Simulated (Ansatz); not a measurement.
Consider the ligand exchange at the Si–S bond: `C=N[SiH](O)S` + H–F → `C=N[SiH](O)F` + H₂S.

Isolated molecules relaxed with PBE0-D4/def2-TZVP in Ansatz; ΔE leaves out vibrations. CBS: MP2 limit from def2 TZ/QZ plus the TZ coupled-cluster correction, frozen cores. This one scheme is used for every species. Functionals use def2-TZVPP. B3LYP here is the variant with VWN-RPA as its local correlation; programs differ in this. HSE06 is defined as in plane-wave codes. One conformer a species, not always the lowest.

**Question.** Is it downhill or uphill in electronic energy at CCSD(T)/CBS, and by how much? (Estimate.)

**Answer.** The calculation gave: Downhill: ΔE = -87.7 kJ/mol.

**Question.** What do these levels give: revPBE-D4, BHLYP-D4, B3LYP, HSE06, HF/def2-TZVPP, SCS-MP2/def2-TZVPP? (An estimate is asked.)

**Answer.** The calculation gave: revPBE-D4 -71.4, BHLYP-D4 -98.4, B3LYP -100.8, HSE06 -83.4, HF/def2-TZVPP -116.1, SCS-MP2/def2-TZVPP -92.9 kJ/mol.

Largest T1 diagnostic among the species: 0.013.

Leaving LDA and LC-ωPBE aside and taking each functional with its dispersion term where it has one, the values, not all of them listed here, spread over 29.1 kJ/mol, from CAM-B3LYP-D4 to revPBE-D4. The D4 term adds +8.7 kJ/mol with B3LYP and +4.8 kJ/mol with PBE0; it sums over pairs of atoms, weighted by their polarisabilities, and B3LYP, whose exchange is more repulsive, gets the larger term.
